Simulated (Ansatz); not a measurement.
A nudged elastic band was laid between two geometries of Cl3H4NOTi (10 atoms, charge 0, multiplicity 1).

Computed with Ansatz, RKS PBE-D4/def2-SVP.

* movable images: 5
* climbing image: yes
* spring: 5.0 eV/Å²
* optimiser: quadratic models (default)
* start path: through a guess of the saddle point
* force threshold: 0.05 eV/Å
* iteration limit: 60
* end points: relaxed

Initial state:

```xyz
10
Properties=species:S:1:pos:R:3
Ti 0.029 -0.185 0.173
O -0.296 -0.006 1.938
H -0.868 0.739 2.207
Cl 2.037 0.479 -0.560
Cl -1.184 1.576 -0.460
Cl -1.090 -1.797 -0.904
N 1.230 -1.966 1.031
H 0.879 -2.867 0.681
H 2.231 -1.894 0.808
H 1.118 -1.944 2.053
```

Final state:

```xyz
10
Properties=species:S:1:pos:R:3
Ti 0.161 -0.678 -0.061
O 0.587 -0.041 2.148
H 1.130 0.757 1.967
Cl 1.636 1.002 -0.398
Cl -1.924 -0.121 0.608
Cl -0.177 -1.430 -2.097
N 0.852 -2.241 0.649
H 0.982 -3.124 0.146
H 1.146 -2.289 1.631
H -0.306 0.300 2.375
```

Q: What changes between the two ends?

A: Bonds broken: N7–H10. Bonds formed: O2–H10.

Q: Give the energies along the band, and the barrier.

A: The forces met the threshold. The highest image is number 3 of 0 to 6, 1.26 eV above the first end and 0.48 eV above the last; the last end lies 0.77 eV above the first. A vibrational analysis at the climbing image gives one clearly imaginary mode, 613i cm⁻¹: a first-order saddle point. The orbitals stay closed-shell, which can raise the energy where a bond breaks towards radicals; this wasn't checked here.

| image | path coordinate (Å) | energy (eV) | N7–H10 (Å) | O2–H10 (Å) |
| --- | --- | --- | --- | --- |
| 0 | 0.00 | 0.00 | 1.03 | 2.40 |
| 1 | 0.93 | 0.08 | 1.03 | 2.22 |
| 2 | 1.85 | 0.35 | 1.04 | 1.84 |
| 3 | 2.78 | 1.26 | 1.43 | 1.12 |
| 4 | 3.96 | 1.01 | 2.16 | 0.98 |
| 5 | 5.14 | 0.90 | 2.73 | 0.98 |
| 6 | 6.32 | 0.77 | 3.28 | 0.98 |

Q: What is the geometry of the highest image?

A: 
```xyz
10
Properties=species:S:1:pos:R:3
Ti 0.283 -0.358 -0.041
O 0.464 0.150 2.009
H -0.343 0.504 2.429
Cl 2.031 0.701 -0.800
Cl -1.579 0.867 0.023
Cl -0.311 -1.718 -1.690
N 0.842 -1.982 1.107
H 0.262 -2.817 0.954
H 1.815 -2.256 0.900
H 0.620 -0.955 2.076
```

Q: What are the harmonic wavenumbers there?

A: 613i, 52, 100, 133, 145, 163, 189, 195, 348, 373, 430, 441, 485, 553, 630, 656, 686, 842, 1389, 1464, 1899, 3403, 3502, 3717 cm⁻¹.

The run took 5 min on 4 threads of Arm Neoverse V2, on a shared host, peak memory 0.23 GiB.
